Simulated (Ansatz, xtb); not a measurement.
## BClF2HSi−: where a starting geometry ends

The starting geometry of this gas-phase singlet has its atoms placed at random.

| atom | x (Å) | y (Å) | z (Å) |
| --- | --- | --- | --- |
| B | 1.7456 | 0.0492 | -0.5335 |
| Cl | 0.7782 | 0.4450 | 1.1443 |
| F | -1.8420 | -0.6678 | 0.7707 |
| F | 0.5288 | -0.1786 | -0.8936 |
| Si | -0.4162 | -1.5970 | -0.6777 |
| H | 0.3348 | 0.3737 | -1.7432 |

Problem. Guess where an optimisation with r2SCAN-D4/def2-SVPD ends from this start.

Solution. It ends as a structure given below by its coordinates. Contacts that open: F4–Si5 (1.72 → 3.02 Å), F4–H6 (1.03 → 3.87 Å). Contacts that close: B1–Si5 (2.72 → 1.99 Å), F3–Si5 (2.23 → 1.72 Å), Si5–H6 (2.36 → 1.53 Å).

The energy falls by 13.86 eV over 33 steps:

```
step  E − E(last) (eV)
   1            13.861
   5             7.402
   8             4.682
  12             2.877
  15             2.848
  19             2.696
  22             1.713
  26             0.130
  29             0.008
  33             0.000
```

Final geometry (Å):

| atom | x (Å) | y (Å) | z (Å) |
| --- | --- | --- | --- |
| B | 0.5340 | 0.1979 | 0.3033 |
| Cl | 2.3723 | 0.4582 | 0.4262 |
| F | -1.8491 | -0.9963 | -0.9591 |
| F | -0.1072 | 0.8922 | 1.2726 |
| Si | -0.1601 | -1.3024 | -0.8061 |
| H | 0.3393 | -0.8249 | -2.1699 |

From the same start GFN2-xTB ends elsewhere, in pieces: BClF + FHSi.

From so rough a start the end depends on the optimiser's path, so another program may land elsewhere. No frequencies were run, so the end isn't proven a minimum. Run with Ansatz 0.2.0, 47 s on 2 threads of Intel(R) Xeon(R) 6975P-C (Granite Rapids), with other jobs on the host.
